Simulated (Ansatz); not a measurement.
`C[SiH](Cl)[SbH2]` + `N=C=O` → `C[SiH](Cl)N=C=O` + `[SbH3]` at 500 K and 1 bar (cleavage of the Si–Sb bond).

Isolated molecules relaxed with PBE0-D4/def2-TZVP in Ansatz; ΔE leaves out vibrations. CBS: MP2 limit from def2 TZ/QZ plus the TZ coupled-cluster correction, frozen cores. This one scheme is used for every species. Elements past krypton have def2 core potentials. For Sb outer-core shells are correlated without core-valence functions, which leaves a few kJ/mol of doubt a bond. One conformer a species, not always the lowest.

```csv
species,CCSD(T)/CBS energy (Eh),H − E (kJ/mol),S (J/(mol·K))
`C[SiH](Cl)[SbH2]`,-1030.59494,210.0,444.9
`N=C=O`,-168.51995,77.7,264.2
`C[SiH](Cl)N=C=O`,-957.35236,211.2,446.7
`[SbH3]`,-241.78682,70.2,256.6
```

H − E and S are ideal-gas, rigid-rotor, harmonic terms from PBE0-D4/def2-TZVP, for one conformer and one mirror image of each species. 1 Eh = 2625.50 kJ/mol, R = 8.31446 J/(mol·K).

**Question.** By hand: ΔE, ΔH, ΔS and ΔG.

**Answer.** ΔE = (-957.35236) + (-241.78682) − (-1030.59494) − (-168.51995) = -0.02429 Eh = -63.8 kJ/mol. Δ(H − E) = 211.2 + 70.2 − 210.0 − 77.7 = -6.3, so ΔH = -70.1 kJ/mol. ΔS = 446.7 + 256.6 − 444.9 − 264.2 = -5.8 J/(mol·K). ΔG = -70.1 − 500 × (-5.8)/1000 = -67.2 kJ/mol.

**Question.** By hand: the equilibrium constant, and the temperature at which ΔG would vanish if ΔH and ΔS stayed fixed.

**Answer.** log₁₀ K = −ΔG/(RT ln 10) = 7.0. ΔG = 0 at ΔH/ΔS = 12086 K, far beyond where these terms or the molecules hold.

The number of gas molecules stays the same, so ΔS is small and ΔH decides. A doubt of 5 kJ/mol in ΔE shifts log₁₀ K by 0.5 here. Other conformers and mirror images would add mixing entropy, several J/(mol·K) or more a flexible species. Modes under 60 cm⁻¹, often nearly free rotors, make the harmonic entropy too high. These are equilibria of isolated gas molecules and say nothing of rates. Largest T1 diagnostic: 0.018 (customary marks: 0.02 for closed shells, 0.045 for open ones).
